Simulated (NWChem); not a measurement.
Species: CH$_{5}$ClSn; SMILES [CH3][SnH2][Cl]

```xyz
8

Sn     0.3334    -0.3557     0.0000
C     -1.4908    -1.4737     0.0000
Cl    -0.2845     1.9288     0.0000
H      1.2657    -0.5842    -1.4192
H      1.2659    -0.5841     1.4191
H     -2.0744    -1.2251     0.8969
H     -1.2697    -2.5510    -0.0028
H     -2.0767    -1.2211    -0.8942
```
Atoms are numbered in this order, from 1.

Geometry: optimised at PBE0/def2-SVP. def2 effective core potentials on Sn; no spin-orbit coupling.

### Question
List the 4 lowest vertical singlet excitations and the 4 lowest triplet ones from B3LYP/def2-SVP with def2 effective core potentials on Sn, full TDDFT (NWChem).

### Answer
```csv
state,energy (eV),oscillator strength,leading excitation (squared amplitude)
S1,6.09,0.014,HOMO → LUMO (0.99)
S2,6.15,0.013,HOMO−1 → LUMO (0.99)
S3,7.18,0.037,HOMO → LUMO+1 (0.73)
S4,7.22,0.007,HOMO−1 → LUMO+1 (0.95)
T1,5.60,spin-forbidden,HOMO → LUMO (0.96)
T2,5.63,spin-forbidden,HOMO−1 → LUMO (0.97)
T3,6.45,spin-forbidden,HOMO → LUMO+1 (0.64)
T4,6.64,spin-forbidden,HOMO−1 → LUMO+1 (0.51)
```
